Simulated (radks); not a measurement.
Values are calculated unless marked as measured or tabulated.
Problem. The germanium ion Ge2+, configuration [Ar] 3d10 4s2 (the NIST ground configuration). Code: a radial shooting solver on a logarithmic mesh with Libxc functionals. Model: Dirac Kohn-Sham, PBEsol, spin-unpolarised, spherical densities, point nucleus.

Spin-orbit splittings of the eigenvalues, e(l+1/2) - e(l-1/2), with zeta = 2 splitting/(2l+1) and mean radii in bohr:

| shell | occ. | splitting (eV) | zeta (eV) | <r> j=l-1/2 | <r> j=l+1/2 |
|---|---|---|---|---|---|
| 2p | 6 | 31.84 | 21.22 | 0.1813 | 0.1849 |
| 3p | 6 | 4.279 | 2.853 | 0.6400 | 0.6507 |
| 3d | 10 | ? | ? | 0.7288 | 0.7339 |
| 4p | 0 | 0.3113 | 0.2076 | 2.300 | 2.331 |

Estimate the 3d splitting.

Solution. 0.5880 eV (zeta = 0.2352 eV).
